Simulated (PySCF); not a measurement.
# CoF: mean field, correlation and small terms against distance

State: triplet, unpaired electrons π ↑, δ ↑. ROHF-based CCSD(T) in PySCF 2.14 with Co aug-cc-pVDZ, F aug-cc-pVDZ and Co aug-cc-pVTZ, F aug-cc-pVTZ (frozen core orbitals: 10; no relativity). Correlation energies are extrapolated as n⁻³ (n = 2, 3), Hartree–Fock as (n+1)·exp(−9√n). All energies in eV from Co (3d7 4s2) + F.

| R (Å) | HF/CBS | CCSD corr. | (T) | total |
| --- | --- | --- | --- | --- |
| 1.5479 | 0.533 | -3.618 | -0.4150 | -3.500 |
| 1.6182 | -0.014 | -3.528 | -0.3898 | -3.932 |
| 1.6886 | -0.342 | -3.422 | -0.3607 | -4.125 |
| 1.7589 | -0.512 | -3.311 | -0.3364 | -4.159 |
| 1.8293 | -0.568 | -3.201 | -0.3220 | -4.092 |
| 1.9172 | -0.529 | -3.074 | -0.3193 | -3.922 |
| 2.0052 | -0.408 | -2.961 | -0.3298 | -3.699 |

A fit to the total gives Re = 1.7426 Å, De = 4.162 eV, ωe = 651.6 cm⁻¹, Be = 0.3864 cm⁻¹ (masses 58.9332 and 18.9984 u).

**Question.** At R = 1.7589 Å the CCSD correlation energy is -0.509879 hartree in the smaller basis and -0.601782 in the larger. Extrapolate it.

**Answer.** (3³·E3 − 2³·E2)/(3³ − 2³) = -0.64048 hartree; the larger basis holds 94.0 % of it.

The T1 diagnostic is 0.153, large enough to doubt a single reference. The state was picked by a PBE0 search and need not be the measured ground state. Spin–orbit coupling, excitations beyond (T) and corrections to the Born–Oppenheimer picture are left out.
